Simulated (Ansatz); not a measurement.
GaH$_{5}$SiZn, SMILES `[SiH3][Zn][GaH2]` at its PBE0-D4/def2-TZVP geometry, where that method's forces vanish. Total charge 0; spin multiplicity 1.

```xyz
8

Si    1.3476   -0.6067   -1.5378
Zn   -0.1745    0.0784    0.1970
Ga   -1.7329    0.7792    1.9775
H     1.7456   -2.0399   -1.4089
H     2.6111    0.1888   -1.5262
H     0.7578   -0.4494   -2.9005
H    -2.1344    2.2909    2.2247
H    -2.4204   -0.2414    2.9742
```

Question: What forces (eV/Å) does PBE-D4/def2-TZVPP give on these atoms in Ansatz 0.2.0? (Estimate.)

Answer: Computed: 
```
Si1 -0.099  0.043  0.115
Zn2  0.009 -0.006 -0.008
Ga3  0.058 -0.026 -0.069
H4   0.034 -0.137  0.017
H5   0.120  0.080  0.004
H6  -0.061  0.018 -0.130
H7  -0.023  0.090  0.014
H8  -0.038 -0.061  0.057
```
